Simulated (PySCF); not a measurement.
A geometry optimisation on `[NH]=[Mo](=[NH])([F])[F]` (Mo(NH)2F2).

Method: PBE0-D3(BJ)/def2-SVP geometry optimisation, gas phase, def2 core potentials past Kr (PySCF 2.14.0). Start geometry: GFN2-xTB. The input is one job of a driver script: a line of settings, then coordinates in Å.

Input:
```
{"job": {"xc": "PBE0", "basis": "def2-SVP", "d3": "d3bj", "grid": 1, "maxiter": 30, "shake": 0.03, "kind": "geom"}, "charge": 0, "multiplicity": 1}
Mo    -0.335910    -0.064630    -0.264520
N     -0.424310    -0.001360     1.447310
H     -0.266710    -0.001360     2.420000
N      1.318760    -0.034290    -0.904760
H      2.209870    -0.091470    -1.081700
F     -1.173420     1.558880    -0.843210
F     -1.236420    -1.467780    -0.841680
```

Task: Estimate the output.

Result: 
```
step   0  E = -378.11760186  max force = 0.182581
step   1  E = -378.14224548  max force = 0.037122
step   2  E = -378.14461206  max force = 0.019587
step   3  E = -378.14586056  max force = 0.003828
step   4  E = -378.14618930  max force = 0.002770
step   5  E = -378.14623072  max force = 0.001302
step   6  E = -378.14623972  max force = 0.000217
optimisation converged
```

Energies in Eh; «max force» is the largest Cartesian gradient component in Eh/bohr.

Task: How much energy does the optimisation release, in kJ/mol?

Result: E(step 0) − E(last step) = 0.028638 Eh, which is 75.2 kJ/mol.

Summary of the converged run: final energy -378.14624 Eh after 6 steps; dipole 3.16 D.

Task: How long does this job take on one thread, Arm Neoverse N1 (aarch64), on a shared host? And the peak memory of the process?

Result: About 56 s, with 0.37 GiB resident at the peak, the Python interpreter and its libraries included.
Labels such as C1 count atoms from 1, the log's own numbers from 0.
